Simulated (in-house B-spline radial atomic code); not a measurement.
PBE excitations of W⁶⁺

Method: PBE. Computed with a B-spline radial code for spherical atoms: linear response of the closed shell [Xe] 4f14 with the functional's adiabatic kernel; scalar-relativistic (spin-free one-electron X2C), finite nucleus, no spin-orbit coupling, no double excitations, S, P, D and F terms only; shells from n = 3 respond. Only terms of natural parity with L up to 3 were computed.

Spin-orbit coupling is strong here, so these LS terms don't match observed levels.

Command:
```bash
python run_td.py task.json out
```
Settings (radii: box in bohr, nucleus in fm):
```
Z                        74
electrons                68
configuration            [Xe] 4f14
hamiltonian              x2c
method                   pbe,pbe
box_radius               14.35
rms_radius               5.3658
intervals                69
```

Time taken, with all properties: 2.9 s on 1 thread of Intel(R) Xeon(R) Platinum 8559C (Emerald Rapids) (shared host).

The lowest states, in the order of their Tamm-Dancoff energies; the method's threshold (minus the highest occupied level) is 109.11 eV. Labels give the largest channel, * marks a mixed state, and oscillator strengths are full-response dipole values. Semilocal kernels can invert the small singlet-triplet splittings of Rydberg terms. Energies in eV:

| state | full response | Tamm-Dancoff | oscillator strength |
| --- | --- | --- | --- |
| 4f → 5d 3P | ? | ? | - |
| 4f → 5d 3F | 37.74 | 37.77 | - |
| 4f → 5d 1F | ? | ? | - |
| 4f → 5d 1P | 39.84 | 40.02 | 0.0614 |
| 5p → 5d 3P | 43.30 | 43.37 | - |
| 5p → 5d 3F | 43.68 | 43.74 | - |
| 5p → 5d 1F | 46.03 | 46.07 | - |
| 4f → 6s 3F | 49.12 | 49.12 | - |
| 4f → 6s 1F | 49.31 | 49.31 | - |
| 5p → 5d 1P | 53.99 | 55.57 | 4.58 |

Where does 4f → 5d 1F lie?

At 38.47 eV in full response, 38.48 eV in Tamm-Dancoff.

Where does 4f → 5d 3P lie?

At 37.34 eV in full response, 37.38 eV in Tamm-Dancoff.

How large is the singlet-triplet splitting of 4f → 5d (F terms) in Tamm-Dancoff?

0.711 eV, from the unrounded values.

What polarisabilities and dispersion coefficient does the method give?

Dipole 2.046 bohr³, quadrupole 2.597 bohr⁵, C6 7.757 hartree·bohr⁶ for two such species.
